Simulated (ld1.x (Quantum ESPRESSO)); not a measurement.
# oxygen (O), TM: configuration errors across variants

- Element: oxygen
- Generator: ld1.x (Quantum ESPRESSO) 7.5
- Type: norm-conserving Troullier–Martins (Kleinman–Bylander form)
- Functional: PBE
- Relativity: scalar-relativistic
- Frozen core: [He]
- Valence charge: 6
- Reference configuration: 2s2 2p3 (charge +1)
- Partial waves: 2s (bound): rc 0.85 bohr; 2p (bound): rc 1.45 bohr; 3d channel at 0.25 Ry: rc 1.20 bohr
- Local potential: the d channel
- Core correction: Bessel-smoothed model core, default radius (core density twice the valence density)

All-electron excitation energies from the reference (eV): (1) 2s2 2p4 -16.431; (2) 2s2 2p2 33.586; (3) 2s2 2p1 87.455; (4) 2s1 2p5 -1.481; (5) 2s2 2p0 164.360; (6) 2s2 2p4.3 -18.553; (7) 2s0 2p6 13.506.

The default core radius of the base comes out at 0.34 bohr.

2 further variants failed, have other tests or another functional or relativity, and are left out.

Errors AE − PS in meV (a dash: test not solved or not reliable):

```tsv
change	(1)	(2)	(3)	(4)	(5)	(6)	(7)	bound ghosts
base	+14	+64	+458	+71	+1653	+17	+149	none
wave 2p (bound): rc 1.45 bohr becomes 2p (bound): rc 1.68 bohr	+27	+118	+800	+121	+2754	+33	+227	none
wave 2s (bound): rc 0.85 bohr becomes 2s (bound): rc 1.06 bohr	+17	+72	+505	+85	+1812	+20	+180	none
local potential the s channel	+13	+62	+446	+70	+1621	+16	+148	none
wave 3d channel at 0.25 Ry: rc 1.20 bohr becomes 3d channel at 0.1 Ry: rc 1.20 bohr	+14	+64	+458	+71	+1653	+17	+149	none
core correction Bessel-smoothed model core inside 0.56 bohr	+15	+67	+478	+73	+1748	+18	+155	none
wave 3d channel at 0.25 Ry: rc 1.20 bohr becomes 3d channel at 0.25 Ry: rc 0.78 bohr	+14	+64	+458	+71	+1653	+17	+148	none
type TM semilocal; local potential the s channel	-1.7	+48	+413	+53	+1621	-7.3	+130	none
all radii but the core radius scaled by about 0.87 (s 0.74, p 1.26, d 1.04 bohr)	+7.4	+33	+250	+40	+946	+8.9	+92	none
wave 3d channel at 0.25 Ry: rc 1.20 bohr becomes 3d channel at -0.06 Ry: rc 1.20 bohr	+14	+64	+458	+71	+1653	+17	+149	none
```

Task: Give the same row for: local potential the p channel.

Result: -5.8, +39, +373, +52, +1525, -13, +130; bound ghosts: none.
